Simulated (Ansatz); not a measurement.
The cluster Ge4O10H4. Charge 0, multiplicity 3. Geometry PBE-D4/def2-SVP, that of the neutral singlet; atoms count from 1.

| atom | x (Å) | y (Å) | z (Å) |
| --- | --- | --- | --- |
| Ge1 | 0.457 | -0.198 | -2.762 |
| Ge2 | -1.606 | -0.293 | 0.736 |
| Ge3 | 1.318 | 0.142 | -0.332 |
| Ge4 | 0.373 | -0.858 | 2.618 |
| O5 | 1.445 | -1.569 | 3.636 |
| O6 | 1.992 | 1.185 | 1.031 |
| O7 | -1.159 | 1.505 | 0.816 |
| O8 | 0.203 | 1.075 | -1.427 |
| O9 | 0.305 | -0.984 | 0.688 |
| O10 | 1.951 | -0.760 | -1.725 |
| O11 | -2.460 | -0.917 | -0.549 |
| O12 | -1.412 | -0.611 | 2.522 |
| O13 | -0.917 | -1.271 | -2.773 |
| O14 | 0.995 | 1.174 | 2.103 |
| H15 | -1.494 | -1.201 | -1.935 |
| H16 | -1.011 | 1.793 | -0.121 |
| H17 | 0.911 | 0.249 | -4.156 |
| H18 | 0.109 | 1.539 | 1.630 |

The structure holds one bond between oxygen atoms, so isomers without such links may lie far lower. At PBE0-D4/def2-SVP a singlet of charge 0 lies 4.06 eV below the triplet at the same geometry. The structure comes from a short search, and lower isomers may exist.

Estimate the Mulliken populations from the PBE0/def2-SVP orbitals of Ansatz.


```csv
atom,charge (e),spin (α − β)
Ge1,0.91,0.01
Ge2,1.04,0.00
Ge3,1.06,0.21
Ge4,1.03,-0.03
O5,-0.38,0.30
O6,-0.19,0.80
O7,-0.49,0.01
O8,-0.67,0.01
O9,-0.71,0.00
O10,-0.57,0.04
O11,-0.54,0.01
O12,-0.57,0.01
O13,-0.46,0.00
O14,-0.25,0.61
H15,0.26,0.00
H16,0.25,0.00
H17,-0.01,0.00
H18,0.29,0.01
```
Mulliken values depend strongly on the basis.

Where does the spin sit?

Summed by element: Ge 0.19, O 1.81, H 0.01, of 2 unpaired in all. Largest on single atoms: O6 0.80, O14 0.61, O5 0.30.

And the Mayer bond orders between heavy atoms (over 0.3)?

Ge1–O8 0.77 (1.86 Å); Ge1–O10 0.80 (1.90 Å); Ge1–O13 1.23 (1.74 Å); Ge2–O7 0.79 (1.85 Å); Ge2–O9 0.41 (2.03 Å); Ge2–O11 1.77 (1.66 Å); Ge2–O12 0.88 (1.82 Å); Ge3–O6 0.85 (1.84 Å); Ge3–O8 0.87 (1.82 Å); Ge3–O9 0.73 (1.83 Å); Ge3–O10 1.04 (1.78 Å); Ge4–O5 1.82 (1.64 Å); Ge4–O9 0.57 (1.94 Å); Ge4–O12 0.96 (1.80 Å); Ge4–O14 0.42 (2.19 Å); O6–O14 0.64 (1.46 Å).
